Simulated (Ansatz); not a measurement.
Species: dimethyldihydropyrene, open cyclophanediene form `Cc1c2cccc1ccc1cccc(cc2)c1C` (charge 0, multiplicity 1), formula C18H16.

Problem. How many basis functions does frozen-core CCSD(T)/def2-SVP // PBE0-D3(BJ)/def2-SVP run with Ansatz (an electronic-structure program) use, how many core orbitals are frozen, and how many electrons are correlated?

Solution. 332 basis functions and 18 frozen orbitals, which leaves 88 correlated electrons. Core time is of the order of hours.
